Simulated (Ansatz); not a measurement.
Consider the formal exchange of groups at the Si–F bond: `C[SiH](F)[SiH2]S` + `C/C=C(/C)F` → `C[SiH2][SiH2]S` + `C/C(F)=C(/C)F`.

Calculated with Ansatz (gas phase, PBE0-D4/def2-TZVP geometries, no zero-point term in ΔE). CCSD(T)/CBS is the MP2 limit (def2-TZVPP, def2-QZVPP) plus CCSD(T) − MP2 in def2-TZVPP, frozen cores. Double bonds are as drawn, so ΔE can hold a change between cis and trans. Functionals use def2-TZVPP. B3LYP here is the variant with VWN-RPA as its local correlation; programs differ in this. One conformer a species, not always the lowest.

```
             level  ΔE (kJ/mol)  difference from CCSD(T)/CBS
            PBE-D4        188.3                        -23.7
         r2SCAN-D4        200.2                        -11.8
           PBE0-D4        195.0                        -17.0
          B3LYP-D4        202.2                         -9.8
           ωB97X-V        199.2                        -12.8
           ωB97M-V        202.4                         -9.6
            B2PLYP        208.4                         -3.6
               PBE        188.3                        -23.7
            r2SCAN        200.2                        -11.8
              PBE0        195.0                        -17.0
             B3LYP        202.1                         -9.9
     HF/def2-TZVPP        214.8                          2.8
    MP2/def2-TZVPP        217.0                          5.0
SCS-MP2/def2-TZVPP        214.1                          2.1
   CCSD/def2-TZVPP        208.6                         -3.4
CCSD(T)/def2-TZVPP        206.1                         -5.9
     HF/def2-QZVPP        217.2                          5.2
    MP2/def2-QZVPP        221.2                          9.2
SCS-MP2/def2-QZVPP        218.4                          6.4
      HF/CBS(def2)        217.5                          5.5
     MP2/CBS(def2)        222.9                         10.9
    CCSD/CBS(def2)        214.5                          2.5
       CCSD(T)/CBS        212.0                            0
```

Largest T1 diagnostic among the species: 0.012.

From PBE to PBE0 (25 % exact exchange), in def2-TZVPP and without D4, ΔE moves by +6.7 kJ/mol.
